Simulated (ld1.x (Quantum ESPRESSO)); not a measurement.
How hard is this bismuth (Bi) TM potential?

```json
{"Element": "Bi (Z = 83)", "Generator": "ld1.x (Quantum ESPRESSO) 7.5", "Type": "norm-conserving Troullier–Martins (Kleinman–Bylander form)", "Functional": "PBE", "Relativity": "non-relativistic", "Frozen core": "[Xe] 4f14", "Valence charge": "15", "Reference configuration": "5d10 6s1 6p4", "Partial waves": "6s (bound): rc 2.25 bohr; 6p (bound): rc 2.20 bohr; 5d (bound): rc 2.05 bohr", "Local potential": "all-electron potential smoothed inside 1.75 bohr (lloc = -1)", "Core correction": "a·sin(br)/r model core, default radius (core density twice the valence density)"}
```

The pseudo-atom Hamiltonian at the reference potential is diagonalised in spherical Bessel functions j_l(qr) that vanish at 20 bohr, with q² up to the cutoff. All-electron valence levels (Ry): 6s -0.8818, 6p -0.3844, 5d -2.3558.

How do the lowest levels (Ry) of each channel move with the cutoff, and are there ghosts?

```json
{"cutoff (Ry)": "8", "s #1": "-1.8362", "s #2": "-0.8704", "p #1": "-0.3791", "p #2": "0.0210", "p #3": "0.1198", "d #1": "-0.4493", "f #1": "0.1080", "Σ f·Δε (mRy)": "19098.6"}
{"cutoff (Ry)": "15", "s #1": "-4.9012", "s #2": "-0.8744", "p #1": "-0.3841", "p #2": "0.0209", "p #3": "0.1196", "d #1": "-1.2266", "f #1": "0.1079", "Σ f·Δε (mRy)": "11301.8"}
{"cutoff (Ry)": "21", "s #1": "-6.1395", "s #2": "-0.8803", "p #1": "-0.3841", "p #2": "0.0202", "p #3": "0.1157", "d #1": "-1.8480", "f #1": "0.1079", "Σ f·Δε (mRy)": "5081.2"}
{"cutoff (Ry)": "35", "s #1": "-6.5626", "s #2": "-0.8816", "p #1": "-0.4561", "p #2": "-0.3843", "p #3": "0.0214", "d #1": "-2.3015", "f #1": "0.1079", "Σ f·Δε (mRy)": "544.1"}
{"cutoff (Ry)": "45", "s #1": "-6.5830", "s #2": "-0.8818", "p #1": "-0.4902", "p #2": "-0.3844", "p #3": "0.0213", "d #1": "-2.3501", "f #1": "0.1079", "Σ f·Δε (mRy)": "57.4"}
{"cutoff (Ry)": "60", "s #1": "-6.5865", "s #2": "-0.8819", "p #1": "-0.4979", "p #2": "-0.3844", "p #3": "0.0213", "d #1": "-2.3556", "f #1": "0.1079", "Σ f·Δε (mRy)": "2.3"}
{"cutoff (Ry)": "80", "s #1": "-6.5870", "s #2": "-0.8819", "p #1": "-0.4993", "p #2": "-0.3844", "p #3": "0.0213", "d #1": "-2.3557", "f #1": "0.1079", "Σ f·Δε (mRy)": "1.3"}
{"cutoff (Ry)": "110", "s #1": "-6.5870", "s #2": "-0.8819", "p #1": "-0.4993", "p #2": "-0.3844", "p #3": "0.0213", "d #1": "-2.3558", "f #1": "0.1079", "Σ f·Δε (mRy)": "0.1"}
{"cutoff (Ry)": "400", "s #1": "-6.5870", "s #2": "-0.8819", "p #1": "-0.4993", "p #2": "-0.3844", "p #3": "0.0213", "d #1": "-2.3559", "f #1": "0.1079", "Σ f·Δε (mRy)": "0.0"}
```

Result: ghost states, extra bound levels that the all-electron valence spectrum of the same l lacks: s at -89.6 eV, p at -6.8 eV (a true bound ghost makes a file unfit for plane-wave use); 10 mRy is reached at 50 Ry and 1 mRy at 90 Ry.

6 of 7 tests not solved or not reliable.
